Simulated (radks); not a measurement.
All-electron atom: Ce+ in [Xe] 5d2 6p1 (not the ground configuration). Method: scalar-relativistic Kohn-Sham, r2SCAN, spin-polarised, spherical densities, finite nucleus; open shells are filled with parallel spins first (spin-orbit coupling, left out, can overturn this in heavy ions); meta-GGA in the generalised Kohn-Sham scheme; Fermi nuclear charge, rms radius 4.8771 fm; computed with a radial shooting solver on a logarithmic mesh with Libxc functionals.

Unscreened Slater integrals over Kohn-Sham orbitals (hartree). They are taken over the spin-up orbitals.

integral      value
F0(6p,6p)   0.19104
F2(6p,6p)   0.10577
F0(6p,5d)   0.22934
F2(6p,5d)  0.081548
G1(6p,5d)  0.042528
G3(6p,5d)  0.033426
F0(6p,5p)   0.23968
F2(6p,5p)  0.056585
G0(6p,5p)  0.010194
G2(6p,5p)  0.013822
F0(6p,5s)   0.24248
G1(6p,5s)  0.016282
F0(5d,5d)   0.36393
F2(5d,5d)   0.18857
F4(5d,5d)   0.12456
F0(5d,5p)   0.42160
F2(5d,5p)   0.20352
G1(5d,5p)   0.23712
G3(5d,5p)   0.14686
F0(5d,5s)   0.43637
G2(5d,5s)   0.15207
F0(5p,5p)   0.52515
F2(5p,5p)   0.28426
F0(5p,5s)   0.55779
G1(5p,5s)   0.37600
F0(5s,5s)   0.59939

Derived for the open shells (J is the average intra-shell exchange parameter used in DFT+U). 5d: Racah B = F2/49 - 5 F4/441 = 0.002436 hartree, C = 35 F4/441 = 0.009885 hartree, C/B = 4.06, F4/F2 = 0.661, J = (F2 + F4)/14 = 0.02237 hartree. 6p: J = F2/5 = 0.02115 hartree.
